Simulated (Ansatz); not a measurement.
Total energies of C$_{2}$H$_{6}$BGaO (`B[CH2][Ga]1[CH2][O]1`).

```xyz
11

B     1.406   -0.109   -0.640
C     1.138    1.155    0.175
Ga   -0.761    0.850    0.786
C    -1.893   -0.940    0.255
O    -0.824   -1.236   -0.349
H     1.203   -0.117   -1.819
H     1.903   -1.065   -0.118
H     1.059    2.109   -0.354
H     1.666    1.286    1.124
H    -2.763   -0.542   -0.292
H    -2.135   -1.391    1.232
```

Charge 0, multiplicity 1. Correlated methods include outer-core shells of Ga, which these sets cover unevenly. Scalar relativity is left out up to krypton. The geometry is a stationary point of PBE0-D4/def2-TZVP. It is one conformer, not always the lowest. Basis def2-TZVPP, Ansatz 0.2.0.

RPA on PBE orbitals: Hartree–Fock energy of these orbitals -2101.94227 Eh, correlation -1.47546 Eh (frozen core).

```csv
functional,energy without D4 (Eh),D4 term (kJ/mol)
LDA (SPW92),-2100.16442,–
PBE,-2104.24643,-22.5
BLYP,-2104.77806,-49.4
r2SCAN,-2104.65127,-5.4
B97M-V,-2104.38459,–
PBE0,-2104.29241,-19.0
r2SCAN0,-2104.59647,-6.4
HSE06 (plane-wave form),-2104.28215,-17.8
BHLYP,-2104.62835,-29.1
LC-ωPBE,-2104.37454,–
ωB97X-V,-2104.52195,–
ωB97M-V,-2104.57442,–
B2PLYP,-2104.24943,–
PBE-QIDH,-2103.92116,–
```

Q: Give the same for revPBE, B3LYP, r2SCANh, CAM-B3LYP. (Best estimate.)

A: The calculation gave: 
```tsv
functional	energy without D4 (Eh)	D4 term (kJ/mol)
revPBE	-2104.57694	-67.2
B3LYP	-2104.82846	-36.5
r2SCANh	-2104.62863	-5.7
CAM-B3LYP	-2104.78695	-19.3
```

B3LYP takes the VWN-RPA correlation (the form of Gaussian; ORCA's B3LYP/G). HSE06 is the plane-wave form, built on full-range PBE exchange. The double hybrids freeze the cores in their second-order part.

LC-ωPBE has ω = 0.4 bohr⁻¹.
